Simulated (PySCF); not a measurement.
**Removing the step error of a finite difference**

System: C₃H₁₀FNSi (SMILES CC(C)N[SiH2]F), singlet, geometry from GFN2-xTB, atoms displaced at random by about 0.03 Å a coordinate. Level: R2SCAN/STO-3G, gradient run with PySCF. Sums are taken with unrounded values, so a last digit can differ.

Central differences of the energy along x of atom 16 gave a gradient component of 0.003025 Eh/bohr at step 0.05 and 0.002457 Eh/bohr at step 0.2 (atomic units).

### Question
Extrapolate to zero step.

### Answer
The leading error of a symmetric difference goes as h², so A(h) = A0 + c h². Then c = (0.002457 - (0.003025))/(0.2² - 0.05²) = -0.0151 (atomic units) and A0 = 0.003025 - c × 0.05² = 0.003062 Eh/bohr. The analytic value from the same program and level (with grid response) is 0.003063 Eh/bohr: the smaller step missed it by -0.000039, the extrapolation by -0.000001.
